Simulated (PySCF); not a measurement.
**Two-photon absorption: 2-propylthiazole (SMILES CCCc1nccs1)**

Geometry:
| atom | x (Å) | y (Å) | z (Å) |
| --- | --- | --- | --- |
| C1 | -2.969 | -0.493 | -0.054 |
| C2 | -1.479 | -0.742 | 0.105 |
| C3 | -0.627 | 0.378 | -0.495 |
| C4 | 0.841 | 0.142 | -0.376 |
| N5 | 1.623 | -0.191 | -1.359 |
| C6 | 2.908 | -0.379 | -0.939 |
| C7 | 3.130 | -0.192 | 0.397 |
| S8 | 1.657 | 0.245 | 1.166 |
| H9 | -3.562 | -1.308 | 0.387 |
| H10 | -3.273 | 0.445 | 0.439 |
| H11 | -3.250 | -0.412 | -1.116 |
| H12 | -1.198 | -1.694 | -0.376 |
| H13 | -1.226 | -0.857 | 1.173 |
| H14 | -0.894 | 1.339 | -0.022 |
| H15 | -0.836 | 0.478 | -1.571 |
| H16 | 3.678 | -0.660 | -1.661 |
| H17 | 4.062 | -0.281 | 0.951 |

Method used: PySCF 2.14.0, TDDFT CAM-B3LYP/aug-cc-pVDZ excited states, vertical, gas phase. Geometry: PBE0-D3(BJ)/def2-SVP.

Problem. Give the one- and two-photon strengths of the lowest singlets.

Solution. δ for parallel linear polarisation; σ at the peak of a Lorentzian of half width 0.1 eV, single beam; Ω is circular over linear.
```csv
state,E (eV),f,photon λ (nm),δ (au),σ (GM),Ω,main
S1,5.53,0.126,448,13.5,0.15,1.05,"HOMO→LUMO 0.61, HOMO→LUMO+1 0.24"
S2,5.58,0.001,445,0.61,0.01,0.50,"HOMO−1→LUMO 0.57, HOMO−1→LUMO+1 0.26"
S3,5.99,0.003,414,15.1,0.20,1.50,"HOMO→LUMO+2 0.29, HOMO→LUMO+5 0.18"
S4,6.24,0.004,398,75.3,1.07,1.41,"HOMO→LUMO+1 0.41, HOMO→LUMO+5 0.14"
S5,6.35,0.045,391,35.3,0.52,1.05,"HOMO−2→LUMO 0.49, HOMO−2→LUMO+1 0.22"
S6,6.71,0.012,370,51.1,0.84,1.21,"HOMO→LUMO+6 0.29, HOMO→LUMO+2 0.28"
```

Among these, the strongest one-photon state is S1, the strongest two-photon state S4, with a dipole change of 3.1 D (relaxed, norm of the difference vector).
